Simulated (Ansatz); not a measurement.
Geometry optimisation, RKS PBE0-D4/def2-SVP (Ansatz 0.2.0).

Input:

```yaml
crystal:
  periodic: [false, false, false]
  atoms:
    - { symbol: B, position_ang: [-1.0333, -2.1633, 0.8399] }
    - { symbol: Sn, position_ang: [0.8217, -0.9964, 0.9263] }
    - { symbol: F, position_ang: [0.34083, 0.8374, 1.22616] }
    - { symbol: Si, position_ang: [2.30475, -1.74294, 2.82894] }
    - { symbol: C, position_ang: [2.56032, -3.63049, 2.63294] }
    - { symbol: F, position_ang: [3.23539, -3.86925, 1.42216] }
    - { symbol: H, position_ang: [-2.0821, -1.5437, 0.9422] }
    - { symbol: H, position_ang: [-1.0318, -3.2689, 0.6444] }
    - { symbol: H, position_ang: [1.72087, -1.15905, -0.62261] }
    - { symbol: H, position_ang: [3.55019, -1.08437, 2.78581] }
    - { symbol: H, position_ang: [1.56958, -1.57257, 4.07345] }
    - { symbol: H, position_ang: [3.20825, -3.98735, 3.44016] }
    - { symbol: H, position_ang: [1.59761, -4.22705, 2.62676] }
basis:
  gaussian: { orbitals: def2-SVP }
hamiltonian:
  xc: pbe0
  dispersion: d4
relax:
  f_tol: 0.015
  max_steps: 40
output:
  orbitals: {}
```

Command:

```bash
$ ansatz run input.yaml --threads 2 --pin off --max-ram 3072MiB --backend cpu --events-out ev --progress --plain --runs-dir out
```

Question: Where does it end, and by what steps?

Answer: It converged. After 16 steps the energy has fallen by 0.408 eV; F6 moved furthest, 0.97 Å.

```csv
step,energy less start (eV),largest force component (eV/Å),accepted
0,0.0000,2.590,yes
1,-0.2551,1.045,yes
2,-0.3565,0.409,yes
3,-0.3829,0.187,yes
4,-0.3896,0.170,yes
5,-0.3976,0.096,yes
6,-0.4012,0.121,yes
7,-0.4028,0.159,yes
8,-0.4046,0.108,yes
9,-0.4061,0.072,yes
10,-0.4063,0.121,yes
11,-0.4071,0.137,yes
12,-0.4076,0.108,yes
13,-0.4081,0.037,yes
14,-0.4082,0.033,yes
15,-0.4084,0.023,yes
16,-0.4084,0.011,yes
```

```xyz
13
Properties=species:S:1:pos:R:3
B -0.994 -2.241 0.689
Sn 0.893 -1.056 0.904
F 0.392 0.820 1.188
Si 2.325 -1.713 2.942
C 2.482 -3.599 2.641
F 2.271 -3.848 1.288
H -2.069 -1.713 0.827
H -0.929 -3.424 0.464
H 1.870 -0.974 -0.505
H 3.663 -1.049 2.931
H 1.666 -1.458 4.258
H 3.471 -4.001 2.919
H 1.721 -4.152 3.219
```

Run time: 38 s on 2 threads of AMD EPYC 9R45 96-Core Processor (Zen 5) (shared host), peak memory 0.44 GiB.
